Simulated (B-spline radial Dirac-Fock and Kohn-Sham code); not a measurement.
## Subshell photoionisation cross sections of Cl⁹⁺ against photon energy

System: chlorine as Cl⁹⁺ in the configuration [He] 2s2 2p4.

Model: Dirac-Hartree-Slater photoionisation with all multipoles and Dirac-Fock thresholds. Program: a radial B-spline solver. Values are in kb; a dash marks an energy below the computed threshold. Values for outer subshells far above threshold carry numerical ripple of a few per cent.

```csv
hν (eV),1s,2s,2p1/2,2p3/2
1253.6,–,39.5,14.5,28.5
2000,–,14.0,3.27,6.38
5414.7,17.3,1.24,0.115,0.221
9251.7,3.86,0.295,0.0167,0.0319
15000,0.944,0.0756,0.00271,0.00510
16400,0.724,0.0584,0.00194,0.00364
30000,0.116,0.00975,0.000190,0.000349
32200,0.0930,0.00786,0.000144,0.000264
35600,0.0682,0.00579,9.74e-05,0.000178
43200,0.0373,0.00320,4.58e-05,8.27e-05
100000,0.00263,0.000231,1.78e-06,3.04e-06
186000,0.000369,3.28e-05,1.78e-07,2.89e-07
```

At 186000 eV the multipoles beyond E1 give 43.9 % of 1s, 44.0 % of 2s, 58.4 % of 2p1/2, 54.2 % of 2p3/2.
